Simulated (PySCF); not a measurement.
Species: C3H6ClFSi.
Numbering: `[CH2:1]=[CH:2][Si@:3]([CH3:4])([F:5])[Cl:6]` (hydrogens: H7, H8 on C1; H9 on C2; H10, H11, H12 on C4)

Method: PySCF, PBE0-D3(BJ)/def2-SVP geometry optimisation, gas phase; density fitting, grid level 1; the optimiser is geomeTRIC in internal coordinates, started from a GFN2-xTB structure with every atom displaced at random (about 0.01 Å).

Geometry at step 2:
```
atom  x, y, z in Å
C1     -1.8905   -0.6579   -0.3651
C2     -1.2036   -0.1785    0.6772
Si3     0.4037    0.7259    0.4737
C4      1.7153   -0.2152   -0.4303
F5      0.9357    1.0989    1.9595
Cl6     0.0896    2.5148   -0.5262
H7     -2.8308   -1.2066   -0.2448
H8     -1.5519   -0.5145   -1.3981
H9     -1.5877   -0.3383    1.6935
H10     2.6351    0.3878   -0.5005
H11     1.9485   -1.1496    0.1040
H12     1.3848   -0.4669   -1.4480
```

Task: What forces act on the atoms?

Result: 
```csv
atom,Fx (eV/Å),Fy (eV/Å),Fz (eV/Å)
C1,-0.042,-0.018,0.008
C2,0.065,0.010,-0.011
Si3,-0.111,0.094,-0.123
C4,0.108,0.030,0.097
F5,0.056,0.012,0.067
Cl6,0.013,-0.099,0.066
H7,-0.007,0.003,0.008
H8,-0.008,-0.003,-0.007
H9,-0.008,0.009,-0.031
H10,-0.046,-0.037,-0.024
H11,-0.008,0.002,-0.021
H12,-0.013,-0.003,-0.029
```

The largest, 0.19 eV/Å, acts on Si3; the rms over all components is 0.051 eV/Å. The forces sum to zero within rounding, as they must for an isolated molecule in no field.

Task: Give the force on Si3 in Eh/bohr and in nN.

Result: 0.190 eV/Å ÷ 51.422 = 0.00370 Eh/bohr, and 0.190 eV/Å × 1.602 = 0.31 nN.

Task: How far is this geometry from the end of the optimisation?

Result: 0.002 eV above it, and 0.018 Å rms away after alignment. The bonds farthest from their final lengths, with half the difference of the two atoms' forces along the bond (positive lengthens):

```
   bond  now (Å)  final (Å)  force along bond (eV/Å)
Si3–Cl6    2.073      2.066                    -0.14
 Si3–F5    1.622      1.625                    +0.11
 C4–H10    1.102      1.100                    -0.08
```

The angle farthest from its final value is C1–C2–Si3, 122.3° against 123.5°.

The cost below is that of the whole optimisation. The run took 31 s of wall time on an Arm Neoverse V2 with one thread, shared host, and the process peaked at 0.51 GiB of memory.
